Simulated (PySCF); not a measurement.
Simulated absorption spectrum

Compound: C4H6O2SSi.
SMILES: `C#C[Si@@H](OC=O)SC`

Method used: TDDFT B3LYP/def2-SVPD, vertical, gas phase, core orbitals frozen in the response (PySCF 2.14.0, density-fitted response routines). The structure is a single GFN2-xTB conformer in the gas phase; no vibrational or solvent corrections. Torsions of this conformer, `[CH:1]#[C:2][Si@@H:3]([O:4][CH:5]=[O:6])[S:7][CH3:8]`: C2–Si3–O4–C5 -67°, Si3–O4–C5–O6 -1°, C2–Si3–S7–C8 58°.

Each state is given a Gaussian of 0.25 eV full width at half maximum, with ε(max) = 2.175×10⁸ f / Δν̃ (Δν̃ the width in cm⁻¹). The width is an assumption, not a result. The curve ends short of the highest state used, and states not computed would add to its high-energy end.

λ (nm), ε (L mol⁻¹ cm⁻¹) and a bar:
```
    217.1        739 ##########
    219.7        879 ############
    222.3       1265 ##################
    224.9       1785 #########################
    227.5       2148 ##############################
    230.1       2024 ############################
    232.7       1440 ####################
    235.3        770 ###########
    237.9        313 ####
    240.5        104 #
    243.0         49 #
    245.6         75 #
    248.2        155 ##
    250.8        262 ####
    253.4        350 #####
    256.0        372 #####
    258.6        320 ####
    261.2        225 ###
    263.8        131 ##
    266.4         64 #
    269.0         26 
    271.6          9 
    274.2          3 
    276.8          1
```

Question: Locate the maxima and give the states behind the curve.

Answer: 255 nm (4.85 eV), ε about 370, made up of S1 (100%); 228 nm (5.43 eV), ε about 2200, made up of S2 (91%) (ε in L mol⁻¹ cm⁻¹; maxima over ε = 5, shares over 10%). The states used: S1 4.85 eV (f 0.0035); S2 5.42 eV (f 0.018); S3 5.59 eV (f 0.0055); S4 5.79 eV (f 0.0014); S5 5.85 eV (f 0.0060); S6 6.15 eV (f 0.0071); S7 6.17 eV (f 0.0045); S8 6.31 eV (f 0.0039).

Question: On this curve, what absorbance would a 10⁻⁵ mol/L sample give at 266 nm over a 1 cm path?

Answer: 266 nm is 4.661 eV, where ε is about 72 L mol⁻¹ cm⁻¹, so A = ε c l ≈ 0.00072 (Beer–Lambert, with the gas-phase spectrum and the assumed width).

Question: Coming from long wavelengths, where does ε first pass 100 L mol⁻¹ cm⁻¹?

Answer: At about 265 nm (4.68 eV), 0.17 eV below S1.

Question: What would ε be at 5.43 eV, the highest of these maxima, with half the width (0.125 eV)?

Answer: About 3860 L mol⁻¹ cm⁻¹ against 2170, a factor of about 1.8; a lone state at its own centre would give exactly 2.

Time: 74 s; peak memory 0.85 GiB. Hardware: one thread of an Arm Neoverse V1, shared host with 32 logical CPUs at a one-minute load of 28.
